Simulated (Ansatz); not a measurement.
The same atomization along the group C, Si, Sn.

Computed with Ansatz on PBE0-D4/def2-TZVP structures; ΔE is electronic, products minus reactants. CCSD(T)/CBS adds triple-zeta CCSD(T) − MP2 to the extrapolated MP2 energy (def2 sets, frozen cores). This one scheme is used for every species, atoms too. For atomizations the MP2-based limit and the directly extrapolated one differ by several kJ/mol either way, and by 10 to 25 for some Ge, Se and Sn compounds, so smaller differences from it don't rank the levels. No spin–orbit coupling; open shells (•) take unrestricted orbitals. Spin–orbit coupling would lower the free atoms: a little for C, F, Si; clearly for Br; strongly for Sn. def2 core potentials past Kr. Bonds to Br, Sn are less sure, by a few kJ/mol each and by 10 to 20 or more in all where they break to atoms, as the def2 sets lack core-valence functions. Scalar relativity is left out up to krypton.

```csv
reaction,HF/CBS(def2) (kJ/mol),CCSD(T)/def2-SVP (kJ/mol)
`F[CH]Br`• → Br• + F• + H• + C•,792,1102
`F[SiH]Br`• → Br• + F• + H• + Si•,897,1076
`[F][SnH][Br]`• → Br• + F• + H• + Sn•,649,855
```

Question: Give the CCSD(T)/CBS values in the same order. (Estimate.)

Answer: Ansatz gave: 1186, 1209, 978 kJ/mol.

Largest T1 diagnostic: 0.015, for `[F][SnH][Br]`•.
